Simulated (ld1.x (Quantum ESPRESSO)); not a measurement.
Ge (Z = 32): one change to an RRKJ potential, before and after

- Element: germanium (Ge)
- Generator: ld1.x (Quantum ESPRESSO) 7.5
- Type: norm-conserving RRKJ (Kleinman–Bylander form)
- Functional: PBE
- Relativity: scalar-relativistic
- Frozen core: [Ar]
- Valence charge: 14
- Reference configuration: 3d10 4s2 4p1.5 (charge +0.5)
- Partial waves: 4s (bound): rc 1.80 bohr; 4p (bound): rc 2.10 bohr; 3d (bound): rc 1.30 bohr
- Local potential: the d channel
- Core correction: none
- rho0: 0.01

Change: wave 4p (bound): rc 2.10 bohr becomes 4p (bound): rc 2.78 bohr.

Cutoffs: the cutoffs (Ry, on a coarse ladder) from which the occupation-weighted sum of valence levels, in a spherical-Bessel basis at the reference potential, stays within 10 and 1 mRy of its value at 400 Ry; they do not see the model core or the augmentation charge, which bear on the density cutoff. Errors are all-electron minus pseudo energies relative to the spin-unpolarised reference configuration.

Question: What does the change do?

Answer: The potential gets neither clearly harder nor softer (180 Ry and 300 Ry → 180 Ry and 300 Ry); both files keep a bound ghost (p, s); of the 7 tests that both files solve, the error grows in 2 and shrinks in 1 by more than 15 % and 0.3 meV (median size 1.9 → 4.8 meV).

```tsv
quantity	base	changed
cutoff, loose	180 Ry	180 Ry
cutoff, tight	300 Ry	300 Ry
bound ghosts	s, p	s, p
error for 3d10 4s2 4p2, meV [ΔE -2.80 eV]	+0.5	+0.6
error for 3d10 4s2 4p1, meV [ΔE 4.64 eV]	-0.2	-0.2
error for 3d10 4s2 4p0, meV [ΔE 20.08 eV]	+5.0	+4.3
error for 3d10 4s1 4p0, meV [ΔE 54.87 eV]	+57	+43
error for 3d10 4s1 4p2, meV [ΔE 13.36 eV]	+0.3	+4.9
error for 3d10 4s0 4p0, meV [ΔE 101.22 eV]	+224	+193
error for 3d10 4s1 4p3, meV [ΔE 5.17 eV]	-1.9	+4.8
```

 A true bound ghost makes a file unfit for plane-wave use even where its test errors are small: the radial tests pick states by their node count and pass the ghost by.
